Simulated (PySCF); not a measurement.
Vertical excitations of a molecule C₄H₉N from PySCF with TDA-B3LYP/def2-SVPD, as energy in eV (oscillator strength): 4.99 (0.001), 6.13 (0.007), 6.87 (0.037), 7.00 (0.018), 7.35 (0.053), 7.69 (0.298), 7.77 (0.001), 7.81 (0.010), 7.96 (0.071), 8.25 (0.038). Lowest triplet (TDA): 4.19 eV. The structure is a stationary point at PBE-D3(BJ)/def2-SVP. Other conformers were not sampled.

Task: Identify the compound among the candidates.
(A) C=C[C@H](C)N
(B) C=C(C)CN
(C) CN=C(C)C
(D) CNC1CC1

Result: C, CN=C(C)C
